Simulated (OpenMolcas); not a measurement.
Ar II: effect of the active space

```
Program             : OpenMolcas 26.06
Method              : SS-CASPT2 or its RAS form, IPEA 0.25 Eh, imaginary shift 0.1 Eh
Basis               : ANO-RCC-VTZP
Scalar Hamiltonian  : DKH2, point nucleus
Spin-orbit coupling : RASSI with atomic mean-field integrals over the reference wave functions, term energies averaged over their components
```

A. 7 electrons in 4 orbitals (3s 3p); 2S+1 = 2 odd, 3 roots; 2S+1 = 2 even, 1 root; closed shells correlated: 2s 2p; CASPT2 step of the order of 0.6 core-seconds
B. 7 electrons in 8 orbitals (3s 3p 4s 4p); 2S+1 = 2 odd, 3 roots; 2S+1 = 2 even, 1 root; closed shells correlated: 2s 2p; CASPT2 step roughly 1.5 core-seconds
C. 7 electrons in 9 orbitals (RAS2 3s 3p; RAS3 3d, at most 2 electrons); 2S+1 = 2 odd, 3 roots; 2S+1 = 2 even, 1 root; closed shells correlated: 2s 2p; CASPT2 step roughly 2 core-seconds

Energies in cm⁻¹ above 3s² 3p⁵ ²P°_3/2, the measured ground level; measured values from NIST Handbook of Basic Atomic Spectroscopic Data.

```csv
Level,A,B,C,Measured
3s² 3p⁵ ²P°_3/2,0.0,0.0,0.0,0.0
3s² 3p⁵ ²P°_1/2,1335,1348,1268,1432
3s 3p⁶ ²S_1/2,127122,126079,114765,108722
```

Deviations, from unrounded energies. A percentage is the sum of absolute deviations over the sum of measured energies, with the sign that they share, or ± where signs differ.

```json
{"Against measurement": "mean absolute deviation (cm-1)", "Levels": "2", "A": "9200", "B": "8700", "C": "3100"}
{"Against measurement": "fine structure of the ground term (%)", "Levels": "1", "A": "-6.7", "B": "-5.9", "C": "-11.4"}
{"Against measurement": "other configurations (%)", "Levels": "1", "A": "+16.9", "B": "+16.0", "C": "+5.6"}
```

C lies closest to measurement on these levels and A furthest from it. The largest miss of C in the table is 3s 3p⁶ ²S_1/2, by +6000 cm-1. The ranking rests on the paired levels alone, and a cruder setting can come out closer through cancelling errors.

Among A to C the level of the table that moves most is 3s 3p⁶ ²S_1/2, by 12000 cm-1 (lowest in C, highest in A).

Over all roots computed the reference weight is 0.87 to 0.95 in A, 0.87 to 0.95 in B; the roots of lowest weight are the least certain, and an intruder state may touch them. Active for correlation alone: 4p 4s; no level in the range computed is led by a configuration that fills them, so any true level of that kind is missing (holds for B). Active for correlation alone: 3d; no level in the range computed is led by a configuration that fills it, so any true level of that kind is missing (holds for C). Some terms mix strongly with configurations of 3d, whose occupation reaches 0.30 (3s 3p⁶ ²S) (holds for C). Measured partners are found by configuration, term and J. A level has none where our copy of the source lacks it or the pairing is in doubt (some pairs that miss far off the trend of their configuration count as doubtful), and it then counts in no deviation. Levels of configurations outside the active space are missing.

° marks odd parity.
